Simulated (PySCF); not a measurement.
# `InChI=1S/C5H10FNO/c1-4(3-6)2-5(7)8/h4H,2-3H2,1H3,(H2,7,8)/t4-/m0/s1`

Geometry (Å), atoms numbered from 1 in this order:
```xyz
18

C    -1.5633   -1.4900    0.5082
C    -0.7346   -0.2209    0.6872
C    -1.4313    0.9766    0.0447
F    -1.5536    0.7957   -1.3164
C     0.6628   -0.3935    0.0858
C     1.6032    0.7330    0.4821
N     2.7728    0.7263   -0.2001
O     1.3608    1.5571    1.3345
H    -1.0774   -2.3370    0.9868
H    -1.6856   -1.7117   -0.5498
H    -2.5491   -1.3662    0.9499
H    -0.6302    0.0114    1.7511
H    -2.4456    1.1048    0.4334
H    -0.8519    1.8911    0.1940
H     1.1009   -1.3314    0.4353
H     0.5904   -0.4382   -1.0027
H     3.4555    1.4391   -0.0035
H     2.9673    0.0601   -0.9252
```

Method: GIAO HF/pcSseg-1 magnetisability, rotational g tensor and spin-rotation constants, non-relativistic, gas phase in PySCF 2.14.0. Geometry: GFN2-xTB.

(1) Give the nuclear spin-rotation constants along the inertial axes (H = +C I·J) beside the isotropic shieldings.

(2) How do the rotational constants and the g tensor change when H9, H10, H11, H12, H13, H14, H15, H16, H17, H18 are replaced by deuterium?

Answers

(1) Rotational constants 3.1193, 1.2404, 1.1406 GHz. A star marks the isotopologue with that one atom substituted, in its own axes.
| atom | isotope | Caa (kHz) | Cbb (kHz) | Ccc (kHz) | mean (kHz) | σ (ppm) |
| --- | --- | --- | --- | --- | --- | --- |
| F4 | 19F | -0.213 | -0.116 | 0.255 | -0.025 | 468.8 |
| N7 | 14N | 0.156 | 0.086 | 0.103 | 0.115 | 166.1 |
| H9 | 1H | -0.317 | 0.012 | -0.133 | -0.146 | 31.2 |
| H10 | 1H | -0.295 | -0.126 | -0.004 | -0.141 | 30.8 |
| H11 | 1H | -0.103 | -0.135 | -0.071 | -0.103 | 31.0 |
| H12 | 1H | -0.311 | -0.114 | 0.003 | -0.141 | 30.2 |
| H13 | 1H | 0.029 | -0.122 | -0.068 | -0.054 | 27.9 |
| H14 | 1H | -0.017 | -0.050 | -0.103 | -0.057 | 27.3 |
| H15 | 1H | -0.342 | 0.026 | -0.129 | -0.148 | 30.3 |
| H16 | 1H | -0.317 | -0.116 | 0.002 | -0.144 | 30.0 |
| H17 | 1H | 0.041 | -0.120 | -0.103 | -0.061 | 27.3 |
| H18 | 1H | -0.350 | -0.146 | 0.060 | -0.145 | 27.3 |
| C1 | 13C* | 0.362 | 0.163 | 0.165 | 0.230 | 175.1 |
| C2 | 13C* | 0.493 | 0.181 | 0.158 | 0.277 | 164.6 |
| C3 | 13C* | 0.797 | 0.293 | 0.204 | 0.431 | 113.2 |
| C5 | 13C* | 0.401 | 0.208 | 0.196 | 0.269 | 158.9 |
| C6 | 13C* | 1.549 | 0.300 | 0.442 | 0.764 | 13.2 |
| O8 | 17O* | -1.385 | -0.123 | -0.664 | -0.724 | -61.1 |

For the geometry as given, no vibrational averaging.

(2) Constants 2.6515, 1.0980, 1.0085 GHz; g -0.0160, -0.0035, -0.0045, against -0.0172, -0.0034, -0.0059 before.
